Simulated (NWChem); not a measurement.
System: NbNHCl2F; SMILES [NH]=[Nb]([F])([Cl])[Cl]

Here is an NWChem input.

```
start job
memory heap 200 mb stack 900 mb global 1100 mb
geometry units angstroms noautosym nocenter noautoz
  Nb     0.264971    -0.023334     0.000000
  N      1.078781    -1.541298     0.000000
  H      1.564766    -2.434320     0.000000
  F      1.571686     1.298447     0.000000
  Cl    -1.021019     0.049061     1.902914
  Cl    -1.021019     0.049061    -1.902914
end
basis spherical
  * library sto-3g
end
dft
  xc b3lyp
  iterations 150
end
property
  response 1 0.0773
end
task dft property
```

Parts of the log:

```
             Northwest Computational Chemistry Package (NWChem) 7.3.0
             --------------------------------------------------------

                             Geometry "geometry" -> ""
                             -------------------------

 Output coordinates in angstroms (scale by  1.889725989 to convert to a.u.)

  No.       Tag          Charge          X              Y              Z
 ---- ---------------- ---------- -------------- -------------- --------------
    1 Nb                  41.0000     0.26497100    -0.02333400     0.00000000
    2 N                    7.0000     1.07878100    -1.54129800     0.00000000
    3 H                    1.0000     1.56476600    -2.43432000     0.00000000
    4 F                    9.0000     1.57168600     1.29844700     0.00000000
    5 Cl                  17.0000    -1.02101900     0.04906100     1.90291400
    6 Cl                  17.0000    -1.02101900     0.04906100    -1.90291400

 Effective nuclear repulsion energy (a.u.)     668.9778277918

                              NWChem Property Module
                              ----------------------

                                 NWChem DFT Module
                                 -----------------

 Summary of "ao basis" -> "ao basis" (spherical)
 ------------------------------------------------------------------------------
       Tag                 Description            Shells   Functions and Types
 ---------------- ------------------------------  ------  ---------------------
 Nb                          sto-3g                 11       27   5s4p2d
 N                           sto-3g                  3        5   2s1p
 H                           sto-3g                  1        1   1s
 F                           sto-3g                  3        5   2s1p
 Cl                          sto-3g                  5        9   3s2p

            General Information
            -------------------
          SCF calculation type: DFT
          Wavefunction type:  closed shell.
          No. of atoms     :     6
          No. of electrons :    92
           Alpha electrons :    46
            Beta electrons :    46
          Charge           :     0
          Spin multiplicity:     1
          Use of symmetry is: off; symmetry adaption is: off
          Maximum number of iterations: 150
          AO basis - number of functions:    56
                     number of shells:    28
          Convergence on energy requested:  1.00D-06
          Convergence on density requested:  1.00D-05
          Convergence on gradient requested:  5.00D-04

              XC Information
              --------------
                         B3LYP Method XC Potential
                     Hartree-Fock (Exact) Exchange  0.200
                        Slater Exchange Functional  0.800 local
                    Becke 1988 Exchange Functional  0.720 non-local
              Lee-Yang-Parr Correlation Functional  0.810
                  VWN I RPA Correlation Functional  0.190 local

             Grid Information
             ----------------
          Grid used for XC integration:  medium
          Radial quadrature: Mura-Knowles
          Angular quadrature: Lebedev.
          Tag              B.-S. Rad. Rad. Pts. Rad. Cut. Ang. Pts.
          ---              ---------- --------- --------- ---------
          Nb                  1.45      123           8.0       590
          N                   0.65       49           8.0       434
          H                   0.35       45          10.0       434
          F                   0.50       49          10.0       434
          Cl                  1.00       88          10.0       590
          Grid pruning is: on
          Number of quadrature shells:   442
          Spatial weights used:  Erf1

      Superposition of Atomic Density Guess
      -------------------------------------

 Sum of atomic energies:       -4777.00333599

      Non-variational initial energy
      ------------------------------

 Total energy =   -4777.046465
 1-e energy   =   -7955.069789
 2-e energy   =    2509.045497
 HOMO         =      -0.197219
 LUMO         =       0.181527

   convergence    iter        energy       DeltaE   RMS-Dens  Diis-err
 ---------------- ----- ----------------- --------- --------- ---------
 d= 0,ls=0.0,diis     1  -4781.0287246854 -5.45D+03  9.23D-02  2.34D+00
 d= 0,ls=0.0,diis     2  -4775.4616352345  5.57D+00  6.98D-02  4.33D+01
 d= 0,ls=0.0,diis     3  -4781.1947132446 -5.73D+00  2.51D-02  1.81D+00
 d= 0,ls=0.0,diis     4  -4781.4142047089 -2.19D-01  9.82D-03  3.57D-01
 d= 0,ls=0.0,diis     5  -4781.4537029804 -3.95D-02  4.61D-03  9.63D-02
  Resetting Diis
 d= 0,ls=0.0,diis     6  -4781.4659343609 -1.22D-02  1.71D-03  1.07D-02
 d= 0,ls=0.0,diis     7  -4781.4676411656 -1.71D-03  3.29D-04  4.48D-05
 d= 0,ls=0.0,diis     8  -4781.4675967862  4.44D-05  2.47D-04  3.64D-04
 d= 0,ls=0.0,diis     9  -4781.4676474107 -5.06D-05  4.33D-05  4.09D-06
 d= 0,ls=0.0,diis    10  -4781.4676478480 -4.37D-07  1.64D-05  9.98D-07
 d= 0,ls=0.0,diis    11  -4781.4676480187 -1.71D-07  3.05D-06  7.97D-09

         Total DFT energy =    -4781.467648018703
      One electron energy =    -7951.711391361785
           Coulomb energy =     2692.497910465067
    Exchange-Corr. energy =     -191.231994913783
 Nuclear repulsion energy =      668.977827791797

 Numeric. integr. density =       91.999998284968

                       DFT Final Molecular Orbital Analysis
                       ------------------------------------

 Vector   44  Occ=2.000000D+00  E=-2.509598D-01
              MO Center= -8.4D-01,  1.2D-01, -3.7D-08, r^2= 4.8D+00
   Bfn.  Coefficient  Atom+Function         Bfn.  Coefficient  Atom+Function
  ----- ------------  ---------------      ----- ------------  ---------------
    45      0.562076  5 Cl px                54     -0.562076  6 Cl px
    47      0.323273  5 Cl pz                56      0.323273  6 Cl pz
    38     -0.255351  4 F  pz                46      0.252290  5 Cl py
    55     -0.252290  6 Cl py                41     -0.155854  5 Cl px
    50      0.155854  6 Cl px                43     -0.088684  5 Cl pz

 Vector   45  Occ=2.000000D+00  E=-2.173288D-01
              MO Center=  5.8D-02, -6.9D-01,  3.8D-07, r^2= 4.0D+00
   Bfn.  Coefficient  Atom+Function         Bfn.  Coefficient  Atom+Function
  ----- ------------  ---------------      ----- ------------  ---------------
    32      0.625180  2 N  pz                46      0.431673  5 Cl py
    55     -0.431672  6 Cl py                24     -0.249699  1 Nb d -1
    47     -0.215831  5 Cl pz                56     -0.215831  6 Cl pz
    13     -0.128710  1 Nb pz                17      0.128640  1 Nb pz
    45     -0.125534  5 Cl px                54      0.125534  6 Cl px

 Vector   46  Occ=2.000000D+00  E=-2.169127D-01
              MO Center=  7.5D-01, -6.8D-01, -4.0D-07, r^2= 3.0D+00
   Bfn.  Coefficient  Atom+Function         Bfn.  Coefficient  Atom+Function
  ----- ------------  ---------------      ----- ------------  ---------------
    30      0.620848  2 N  px                36     -0.371248  4 F  px
    31      0.336953  2 N  py                46     -0.259743  5 Cl py
    55     -0.259744  6 Cl py                27      0.250541  1 Nb d  2
    37      0.183528  4 F  py                23     -0.132320  1 Nb d -2
    11     -0.128313  1 Nb px                15      0.120717  1 Nb px

 Vector   47  Occ=0.000000D+00  E= 1.066332D-02
              MO Center=  6.8D-02, -4.3D-02, -5.9D-09, r^2= 2.2D+00
   Bfn.  Coefficient  Atom+Function         Bfn.  Coefficient  Atom+Function
  ----- ------------  ---------------      ----- ------------  ---------------
    25      0.756616  1 Nb d  0              27     -0.454989  1 Nb d  2
    45     -0.321861  5 Cl px                54     -0.321861  6 Cl px
    15      0.297193  1 Nb px                11     -0.200306  1 Nb px
    37     -0.194114  4 F  py                30      0.181947  2 N  px
    20     -0.136031  1 Nb d  0              31      0.120204  2 N  py

 Vector   48  Occ=0.000000D+00  E= 1.864091D-02
              MO Center=  3.9D-01,  1.6D-01,  5.4D-09, r^2= 2.0D+00
   Bfn.  Coefficient  Atom+Function         Bfn.  Coefficient  Atom+Function
  ----- ------------  ---------------      ----- ------------  ---------------
    24      0.683143  1 Nb d -1              26     -0.586362  1 Nb d  1
    38     -0.402508  4 F  pz                17      0.203658  1 Nb pz
    32      0.187295  2 N  pz                47     -0.188168  5 Cl pz
    56     -0.188168  6 Cl pz                46     -0.167555  5 Cl py
    55      0.167555  6 Cl py                13     -0.149576  1 Nb pz

 Vector   49  Occ=0.000000D+00  E= 6.746265D-02
              MO Center=  3.3D-01, -6.3D-02,  5.2D-10, r^2= 2.6D+00
   Bfn.  Coefficient  Atom+Function         Bfn.  Coefficient  Atom+Function
  ----- ------------  ---------------      ----- ------------  ---------------
    27     -0.520327  1 Nb d  2              16      0.494202  1 Nb py
    23     -0.493233  1 Nb d -2              33      0.360930  3 H  s
    12     -0.322468  1 Nb py                37     -0.302643  4 F  py
    29     -0.282504  2 N  s                 25     -0.273756  1 Nb d  0
    46     -0.203917  5 Cl py                55     -0.203917  6 Cl py

     Multipole analysis of the density
     ---------------------------------

     L   x y z        total         alpha         beta         nuclear
     -   - - -        -----         -----         ----         -------
     0   0 0 0     -0.000000    -46.000000    -46.000000     92.000000

     1   1 0 0      1.089247      1.101552      1.101552     -1.113857
     1   0 1 0     -0.089576      0.735672      0.735672     -1.560919
     1   0 0 1     -0.000000     -0.000000     -0.000000      0.000000

     2   2 0 0    -41.482639   -147.781132   -147.781132    254.079625
     2   1 1 0     -1.631229     -2.533163     -2.533163      3.435097
     2   1 0 1      0.000000      0.000000      0.000000      0.000000
     2   0 2 0    -37.705935    -86.404921    -86.404921    135.103908
     2   0 1 1      0.000000      0.000000      0.000000      0.000000
     2   0 0 2    -46.793419   -243.225674   -243.225674    439.657930

 *** CALLING NEW AORESP DRIVER FOR CLOSED AND OPEN SHELLS ***
 Entering AOResponse driver routine

--------------------------------------------------------------------------------

          -----------------------------------------------
          Solving response equations for perturbing field
          -----------------------------------------------

 number of frequencies:     1
 frequency in a.u.:  0.7730000E-01
 Perturbing field: electric
 Using El. Dipole Length Gauge

 Setting up CPKS with frequency omega =      0.07730000 a.u.

                            NWChem Dynamic CPHF Module
                            --------------------------

    scftype = RHF
    nclosed =   46
      nopen =    0
  variables =      920
  num. vecs =        3
  tolerance =   1.0D-04
  max. iter =   50

 SCF residual:    5.3266672994976040E-005

Iterative solution of linear equations
  No. of variables      920
  No. of equations        3
  Maximum subspace       30
       Convergence  1.0D-04

   iter   nsub   residual    time
   ----  ------  --------  ---------
     1      3    1.38D+01      19.2
     2      6    3.12D+00      26.2
     3      9    7.75D-01      33.1
     4     12    7.03D-02      39.9
     5     15    8.16D-03      46.7
     6     18    2.39D-03      53.5
     7     21    2.13D-04      60.3
     8     24    1.01D-05      67.0

 Electric Dipole Response Matrix (nonzero elements):

              1        2        3
    1   35.5479  -6.4387   0.0000
    2   -6.4387  31.9400   0.0000
    3    0.0000   0.0000  43.8415

 ------------------------------------------
 average:        37.10979 + I       0.00000

 DFT Linear Response polarizability / au
 Frequency  =       0.0773000 / au
 Wavelength =     589.4353558 / nm
              X              Y              Z
 -----------------------------------------------
 X      35.5478591     -6.4387263      0.0000000
 Y      -6.4387279     31.9399829      0.0000000
 Z       0.0000000      0.0000000     43.8415334
 -----------------------------------------------
 Eigenvalues =      40.4305785     27.0572635     43.8415334
 Isotropic   =      37.1097918
 Anisotropic =      15.3654138
 -----------------------------------------------

 Magnetic Dipole Response Matrix (nonzero elements):

 Exiting AOResponse driver routine
```

Level: B3LYP/STO-3G, non-relativistic. STO-3G and 3-21G are far too small for this property and stand as cheap habits. Structure relaxed at the PBE0/def2-SVP (def2 core potentials past Kr) level. B3LYP is NWChem's, with the RPA form of VWN correlation.
